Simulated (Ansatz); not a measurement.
FeI₂. Charge 0, multiplicity 1. Geometry PBE-D4/def2-TZVP.

```
atom    x (Å)    y (Å)    z (Å)
 Fe1  -0.0019   0.0012  -0.0072
  I2   2.2955  -0.1476  -0.6334
  I3  -2.2936   0.1464   0.6406
```

In the def2 sets I takes a core potential; there is no spin–orbit coupling. The restricted singlet is unstable towards broken spin symmetry in Hartree–Fock (as tested in another run); at PBE-D4/def2-TZVP, PBE-D4/def2-TZVPD, r2SCANh-D4/def2-TZVP, PBE0-D4/def2-TZVPD and others this wasn't settled. At PBE-D4/def2-TZVP, PBE-D4/def2-TZVPD an occupied level of the charge 0 singlet lies above an empty one (by up to 0.01 eV), so this SCF solution is probably not the lowest. The geometry of the singlet was relaxed on an unsound state (an occupied level 0.01 eV above an empty one). At PBE0-D4/def2-TZVP a triplet of charge 0 lies 2.17 eV below the restricted singlet, each at its own geometry. That triplet is doubtful there (⟨S²⟩ 3.01, where a pure state has 2.00). The structure comes from a short search, and lower isomers may exist.

**Question.** Estimate the orbital energies around the gap (eV) in Ansatz with PBE-D4/def2-TZVP, PBE-D4/def2-TZVPD, r2SCANh-D4/def2-TZVP, PBE0-D4/def2-TZVPD, BHLYP-D4/def2-TZVP.

**Answer.** 
```csv
orbital,PBE-D4/def2-TZVP,PBE-D4/def2-TZVPD,r2SCANh-D4/def2-TZVP,PBE0-D4/def2-TZVPD,BHLYP-D4/def2-TZVP
HOMO−5,-7.67,-7.69,-8.40,-8.82,-10.03
HOMO−4,-7.24,-7.26,-7.85,-8.22,-9.75
HOMO−3,-7.24,-7.26,-7.85,-8.22,-9.10
HOMO−2,-5.68,-5.69,-7.30,-8.17,-9.10
HOMO−1,-5.40,-5.42,-7.29,-8.07,-9.08
HOMO,-5.40,-5.42,-7.29,-8.07,-9.08
LUMO,-5.41,-5.43,-4.87,-4.28,-2.54
LUMO+1,-5.41,-5.43,-4.87,-4.28,-2.54
LUMO+2,-1.04,-1.11,-0.59,-0.57,-0.05
LUMO+3,0.38,-0.59,0.70,-0.13,1.62
LUMO+4,0.38,-0.59,0.70,-0.13,1.62
LUMO+5,1.32,-0.12,1.98,0.29,2.57
```
